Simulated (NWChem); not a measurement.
Program: NWChem. System: H2ClNSn, charge 1, spin multiplicity 2, at the geometry of a parent with another charge or spin, in a state set for the comparison that need not be this species' ground state. Its SCF solution wasn't tested for a lower state. Level: UMP2/def2-TZVPD with def2 effective core potentials on Sn, 10 core orbitals frozen.

The NWChem input:

```
start mol
memory heap 200 mb stack 900 mb global 1100 mb
charge 1
geometry units angstroms nocenter noautoz
  Sn     0.450723    -0.380522     0.000000
  Cl    -1.904953     0.219598     0.000000
  N      1.059557     1.576231     0.000000
  H      2.032325     1.898345     0.000000
  H      0.398809     2.360958     0.000000
  symmetry group Cs
end
basis spherical
  * library def2-tzvpd
end
ecp
  Sn library def2-ecp
end
scf
  uhf
  nopen 1
  maxiter 100
  thresh 1e-7
  semidirect memsize 60000000 filesize 0
  # guess.movecs holds the orbitals of an unrestricted PBE0 run
  vectors input guess.movecs output mol.movecs
end
mp2
  freeze core 10
end
task mp2 energy
```

NWChem printed:

```
             Northwest Computational Chemistry Package (NWChem) 7.3.0
             --------------------------------------------------------

                                NWChem Input Module
                                -------------------

 Scaling coordinates for geometry "geometry" by  1.889725989
 (inverse scale =  0.529177249)

 Turning off AUTOSYM since
 SYMMETRY directive was detected!

                             Geometry "geometry" -> ""
                             -------------------------

 Output coordinates in angstroms (scale by  1.889725989 to convert to a.u.)

  No.       Tag          Charge          X              Y              Z
 ---- ---------------- ---------- -------------- -------------- --------------
    1 Sn                  50.0000     0.45072300    -0.38052200     0.00000000
    2 Cl                  17.0000    -1.90495300     0.21959800     0.00000000
    3 N                    7.0000     1.05955700     1.57623100     0.00000000
    4 H                    1.0000     2.03232500     1.89834500     0.00000000
    5 H                    1.0000     0.39880900     2.36095800     0.00000000

 Effective nuclear repulsion energy (a.u.)     326.4152330408

            Nuclear Dipole moment (a.u.)
            ----------------------------
        X                 Y               Z
 ---------------- ---------------- ----------------
    -0.0000340151    -0.0000264562     0.0000000000

      Symmetry information
      --------------------

 Group name             Cs
 Group number              2
 Group order               2
 No. of unique centers     5

      Symmetry unique atoms

     1    2    3    4    5


 Summary of "ao basis" -> "" (spherical)
 ------------------------------------------------------------------------------
       Tag                 Description            Shells   Functions and Types
 ---------------- ------------------------------  ------  ---------------------
 *                         def2-tzvpd                 on all atoms

 Summary of "ao basis" -> "ao basis" (spherical)
 ------------------------------------------------------------------------------
       Tag                 Description            Shells   Functions and Types
 ---------------- ------------------------------  ------  ---------------------
 Sn                        def2-tzvpd               18       56   7s5p4d2f
 Cl                        def2-tzvpd               16       46   6s6p3d1f
 N                         def2-tzvpd               13       37   6s3p3d1f
 H                         def2-tzvpd                5        9   3s2p

                                 NWChem SCF Module
                                 -----------------

  ao basis        = "ao basis"
  functions       =   157
  atoms           =     5
  alpha electrons =    24
  beta  electrons =    23
  charge          =   1.00
  wavefunction    = UHF
  use symmetry    = T
  symmetry adapt  = T

 Summary of "ao basis" -> "ao basis" (spherical)
 ------------------------------------------------------------------------------
       Tag                 Description            Shells   Functions and Types
 ---------------- ------------------------------  ------  ---------------------
 Sn                        def2-tzvpd               18       56   7s5p4d2f
 Cl                        def2-tzvpd               16       46   6s6p3d1f
 N                         def2-tzvpd               13       37   6s3p3d1f
 H                         def2-tzvpd                5        9   3s2p
[...]
 -----------   ------   -------------------------------------------------------
    1 Sn  22    10.06   0.14 -0.37  0.75  0.48  0.40  0.16  0.00 -0.20  3.18  0.19  0.23  0.00  4.50  0.51  0.06 -0.01  0.02  0.00
    2 Cl  17     8.44   1.01  0.22  0.76  0.55  0.44  0.00  2.08  0.85  0.48  1.28  0.71  0.01  0.00  0.01  0.01  0.00
    3 N    7     3.76   0.41  0.58  0.25  0.42  0.10 -0.03  0.70  0.88  0.46  0.00  0.01 -0.01  0.00
    4 H    1     0.39   0.12  0.20  0.03  0.02  0.01
    5 H    1     0.36   0.12  0.19  0.02  0.02  0.01

   Mulliken analysis of the spin density
   -------------------------------------

    Atom       Charge   Shell Charges
 -----------   ------   -------------------------------------------------------
    1 Sn  22     0.51   0.01 -0.01  0.02 -0.01  0.18  0.10  0.01 -0.00  0.00  0.09  0.14 -0.01 -0.02  0.02 -0.01  0.00  0.00  0.00
    2 Cl  17     0.36   0.00  0.00 -0.00  0.00  0.00 -0.01  0.01 -0.01  0.08  0.24  0.05 -0.00 -0.00 -0.00 -0.00  0.00
    3 N    7     0.12   0.00 -0.00  0.01  0.02 -0.00  0.00  0.06  0.06 -0.02 -0.00  0.00 -0.00  0.00
    4 H    1    -0.00  -0.00 -0.00  0.00  0.00 -0.00
    5 H    1     0.01   0.01  0.01 -0.00  0.00 -0.00

       Multipole analysis of the density wrt the origin
       ------------------------------------------------

     L   x y z        total         alpha         beta         nuclear
     -   - - -        -----         -----         ----         -------
     0   0 0 0      1.000000    -24.000000    -23.000000     48.000000

     1   1 0 0      1.402220     12.537011     12.714046    -23.848837
     1   0 1 0     -0.418264     -9.861678    -10.690865     20.134278
     1   0 0 1     -0.000000     -0.000000      0.000000      0.000000

     2   2 0 0    -24.396480   -156.200391   -147.838023    279.641935
     2   1 1 0     -0.548280     -8.804541    -11.761859     20.018120
     2   1 0 1      0.000000      0.000000     -0.000000      0.000000
     2   0 2 0    -23.680633    -69.093189    -63.771647    109.184203
     2   0 1 1     -0.000000     -0.000000     -0.000000      0.000000
     2   0 0 2    -28.817406    -14.998340    -13.819066      0.000000

                   NWChem MP2 Semi-direct Energy/Gradient Module
                   ---------------------------------------------

  Basis functions       =    157
  Molecular orbitals    =    157
  Frozen core           =     10
  Frozen virtuals       =      0
  Active alpha occupied =     14
  Active beta occupied  =     13
  Active alpha virtual  =    133
  Active beta virtual   =    134
  Use MO symmetry       = T
  Use skeleton AO sym   = T

  AO/Fock/Back tols     =   1.0D-09  1.0D-09  1.0D-09

 GA uses MA = F    GA memory limited = T

 Available:
  local mem=  1.26D+08
 global mem=  1.44D+08
 local disk=  0.00D+00
  mp2_memr nvloc                   133
  nvloc new                   133
   1 passes of  14:        5242880                     143346                  76328317.
   1 passes of  14: M    126132086           G      144129902           F     120889206.

 Semi-direct pass number   1 of   1  for UHF alpha       at       21.3s
  vrange nnbf                 12050
  mp2_eaftype                   291  avail_ma_in_mb                  1099
 EAF : mp2_eaftype filesize         291   38164158.
  mp2_eaf for mointskh                    291
Node 0 wrote    179.5 Mb in      0.0 s     Agg I/O rate:  5430.8 Mb/s
 Done moints_semi at       31.4s
  mp2_eaftype                   291  avail_ma_in_mb                   808
 EAF : mp2_eaftype filesize         291   38164158.
  mp2_eaf for kh                   291
 Done maket at       31.9s
 Done multipass loop at       31.9s

 GA uses MA = F    GA memory limited = T

 Available:
  local mem=  1.26D+08
 global mem=  1.44D+08
 local disk=  0.00D+00
  mp2_memr nvloc                   134
  nvloc new                   134
   1 passes of  13:        5242880                     137349                  71411917.
   1 passes of  13: M    126132086           G      144129902           F     120889206.

 Semi-direct pass number   1 of   1  for UHF beta        at       31.9s
  vrange nnbf                 12050
  mp2_eaftype                   272  avail_ma_in_mb                  1099
 EAF : mp2_eaftype filesize         272   35705958.
  mp2_eaf for mointskh                    272
Node 0 wrote    167.9 Mb in      0.0 s     Agg I/O rate:  6583.1 Mb/s
 Done moints_semi at       41.6s
  mp2_eaftype                   272  avail_ma_in_mb                   827
 EAF : mp2_eaftype filesize         272   35705958.
  mp2_eaf for kh                   272
 Done maket at       42.0s
 Done multipass loop at       42.0s

          -------------------------------------------
          SCF energy                -728.245266433189
          Correlation energy          -0.676253598795
          Singlet pairs                0.000000000000
          Triplet pairs                0.000000000000
          Total MP2 energy          -728.921520031984
          -------------------------------------------

          ---------------------------------------------------
                    Spin Component Scaled (SCS) MP2
          Same spin pairs                     -0.198309770377
          Same spin scaling factor             0.333333333333
          Opposite spin pairs                 -0.477943828418
          Opposite spin scaling fact.          1.200000000000
          SCS-MP2 correlation energy          -0.639635850894
          Total SCS-MP2 energy              -728.884902284083
          ---------------------------------------------------

 -----------------------
 Performance information
 -----------------------

 Timer overhead =  1.39D-07 seconds/call

               Nr. of calls         CPU time (s)                 Wall time (s)                GFlops
             ---------------    -------------------     ------------------------------   -------------------
Name         Min   Avg   Max    Min     Avg     Max     Min     Avg     Max   Mx/calls   Min     Max     Sum
mp2: moin     2     2     2    20.     20.     20.      20.     20.     20.     9.9      0.0     0.0     0.0
mp2: make     2     2     2   0.81    0.81    0.81     0.81    0.81    0.81    0.40      0.0     0.0     0.0
mp2: tota     1     1     1    21.     21.     21.      21.     21.     21.     21.      0.0     0.0     0.0

 The average no. of pstat calls per process was 5.00D+00
 with a timing overhead of 6.97D-07s

 Task  times  cpu:       42.0s     wall:       42.0s

 Total times  cpu:       42.0s     wall:       42.0s
```
